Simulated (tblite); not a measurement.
Species: C7H8N2O.
Bonds: C1–C2, C2–O3 (double), C2–C4, C4–C5 (aromatic), C5–N6 (aromatic), N6–N7 (aromatic), N7–C8 (aromatic), C8–C9 (aromatic), C9–C10, C4–C9 (aromatic). Hydrogens: H11, H12, H13 on C1; H14 on C5; H15 on C8; H16, H17, H18 on C10.

Computed geometry: GFN2-xTB, gas phase.

**Question.** Give the optimised bond lengths and angles.

**Answer.** 
```csv
bond,length (Å),order
C1–C2,1.507,single
C2=O3,1.209,double
C2–C4,1.490,single
C4–C5,1.403,aromatic
C5–N6,1.315,aromatic
N6–N7,1.300,aromatic
N7–C8,1.314,aromatic
C8–C9,1.402,aromatic
C9–C10,1.487,single
C4–C9,1.399,aromatic
"C1–H11, C1–H12, C1–H13",1.088,single
C5–H14,1.080,single
C8–H15,1.082,single
"C10–H16, C10–H17, C10–H18",1.088,single
```

Bonds in one row agree within 0.01 Å and their mean is given. Orders are formal, as drawn. A selection of angles:
```csv
angle,degrees
C2–C1–H11,109.2
C2–C1–H12,111.2
H11–C1–H12,110.2
H11–C1–H13,108.3
C1–C2–O3,122.2
C1–C2–C4,115.8
O3–C2–C4,121.9
C2–C4–C5,121.6
C2–C4–C9,122.1
C5–C4–C9,116.3
C4–C5–N6,123.6
C4–C5–H14,121.6
N6–C5–H14,114.7
C5–N6–N7,120.2
N6–N7–C8,120.3
N7–C8–C9,124.1
N7–C8–H15,115.2
C9–C8–H15,120.7
C8–C9–C10,120.8
C4–C9–C8,115.5
C4–C9–C10,123.8
C9–C10–H16,109.5
C9–C10–H17,110.7
H16–C10–H17,109.1
H16–C10–H18,106.8
```

Dihedral angles: C1–C2–C4–C5 27° (synperiplanar). The mirror-image conformer, all signs reversed, is as good.

The 6 C–C bonds span 1.399 Å (C4–C9, aromatic) to 1.507 Å (C1–C2, drawn single), a spread of 0.108 Å. Of the pairs four or more bonds apart, O3···C10 is among the closest relative to their van der Waals radii: 2.83 Å, 88 % of the sum of Bondi's values. N6 (pyridine-type nitrogen) is bent (angle 120.2°). The 6-membered ring C4–C5–N6–N7–C8–C9 has internal angles of 115.5° to 124.1° (sum 720°, against 720° for a flat polygon); it is planar, 0.01 Å rms from its mean plane, widest ring torsion 2°.

Point group: C1 (no symmetry element, even within 0.4 Å). Its GFN2-xTB frequencies are all real (lowest 36 cm⁻¹). One conformer, not necessarily the lowest.
